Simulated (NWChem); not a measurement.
System: C2H3BFN; SMILES C#CB(N)F

NWChem input:

```
start job
memory heap 200 mb stack 900 mb global 1100 mb
geometry units angstroms noautoz
  C      0.035870     2.289385     0.000000
  C      0.044275     1.073423     0.000000
  B      0.038877    -0.468346     0.000000
  N     -1.152814    -1.191912     0.000000
  F      1.202561    -1.130528     0.000000
  H      0.037534     3.364849     0.000000
  H     -2.060292    -0.748977     0.000000
  H     -1.169559    -2.203461     0.000000
end
basis spherical
  * library 6-31g*
end
dft
  xc m06-2x
  iterations 150
  mulliken
end
task dft energy
```

Excerpt of the output:

```
             Northwest Computational Chemistry Package (NWChem) 7.3.0
             --------------------------------------------------------

 CS  symmetry detected

                             Geometry "geometry" -> ""
                             -------------------------

 Output coordinates in angstroms (scale by  1.889725989 to convert to a.u.)

  No.       Tag          Charge          X              Y              Z
 ---- ---------------- ---------- -------------- -------------- --------------
    1 C                    6.0000     0.04945263     2.29655644     0.00000000
    2 C                    6.0000     0.04719146     1.08056749     0.00000000
    3 B                    5.0000     0.02827000    -0.46109485     0.00000000
    4 N                    7.0000    -1.16972194    -1.17418006     0.00000000
    5 F                    9.0000     1.18610088    -1.13345866     0.00000000
    6 H                    1.0000     0.06055004     3.37196447     0.00000000
    7 H                    1.0000    -2.07327981    -0.72330213     0.00000000
    8 H                    1.0000    -1.19533913    -2.18554326     0.00000000

 Effective nuclear repulsion energy (a.u.)     135.1002718231

      Symmetry information
      --------------------

 Group name             Cs
 Group number              2
 Group order               2
 No. of unique centers     8

                                 NWChem DFT Module
                                 -----------------

 Summary of "ao basis" -> "ao basis" (spherical)
 ------------------------------------------------------------------------------
       Tag                 Description            Shells   Functions and Types
 ---------------- ------------------------------  ------  ---------------------
 C                           6-31g*                  6       14   3s2p1d
 B                           6-31g*                  6       14   3s2p1d
 N                           6-31g*                  6       14   3s2p1d
 F                           6-31g*                  6       14   3s2p1d
 H                           6-31g*                  2        2   2s

      Symmetry analysis of basis
      --------------------------

        a'         56
        a"         20

            General Information
            -------------------
          SCF calculation type: DFT
          Wavefunction type:  closed shell.
          No. of atoms     :     8
          No. of electrons :    36
           Alpha electrons :    18
            Beta electrons :    18
          Charge           :     0
          Spin multiplicity:     1
          Use of symmetry is: on ; symmetry adaption is: on
          Maximum number of iterations: 150
          AO basis - number of functions:    76
                     number of shells:    36
          Convergence on energy requested:  1.00D-06
          Convergence on density requested:  1.00D-05
          Convergence on gradient requested:  5.00D-04

              XC Information
              --------------
                       M06-2X Method XC Functional
                     Hartree-Fock (Exact) Exchange  0.540
                        M06-2X Exchange Functional  1.000
                      M06-2X Correlation Potential  1.000

             Grid Information
             ----------------
          Grid used for XC integration:  medium
          Radial quadrature: Mura-Knowles
          Angular quadrature: Lebedev.
          Tag              B.-S. Rad. Rad. Pts. Rad. Cut. Ang. Pts.
          ---              ---------- --------- --------- ---------
          C                   0.70       49          11.0       434
          B                   0.85       49          10.0       434
          N                   0.65       49          11.0       434
          F                   0.50       49          11.0       434
          H                   0.35       45          13.0       434
          Grid pruning is: on
          Number of quadrature shells:   380
          Spatial weights used:  Erf1

      Superposition of Atomic Density Guess
      -------------------------------------

 Sum of atomic energies:        -255.00736468

      Non-variational initial energy
      ------------------------------

 Total energy =    -257.170755
 1-e energy   =    -615.414024
 2-e energy   =     223.142998
 HOMO         =      -0.336626
 LUMO         =       0.010778

      Symmetry analysis of molecular orbitals - initial
      -------------------------------------------------

  Numbering of irreducible representations:

     1 a'          2 a"

  Orbital symmetries:

     1 a'          2 a'          3 a'          4 a'          5 a'
     6 a'          7 a'          8 a'          9 a'         10 a'
    11 a'         12 a"         13 a'         14 a'         15 a'
    16 a"         17 a'         18 a"         19 a"         20 a'
    21 a'         22 a'         23 a'         24 a"         25 a'
    26 a'         27 a'         28 a'

     ---------------------------------------------
      Total Density - Mulliken Population Analysis
     ---------------------------------------------

    Atom       Charge   Shell Charges
 -----------   ------   -------------------------------------------------------
    1 C    6     6.23   2.00  0.75  1.83  0.65  0.97  0.03
    2 C    6     6.22   2.00  0.75  1.93  0.70  0.81  0.03
    3 B    5     4.17   2.00  0.54  1.03  0.28  0.20  0.11
    4 N    7     8.06   2.00  0.81  2.67  0.79  1.78  0.01
    5 F    9     9.48   2.00  0.95  3.46  0.98  2.09  0.01
    6 H    1     0.72   0.42  0.30
    7 H    1     0.56   0.41  0.15
    8 H    1     0.56   0.41  0.16

[...]
```

Level: M06-2X/6-31G* (spherical d). Geometry: optimised at PBE0/def2-SVP.
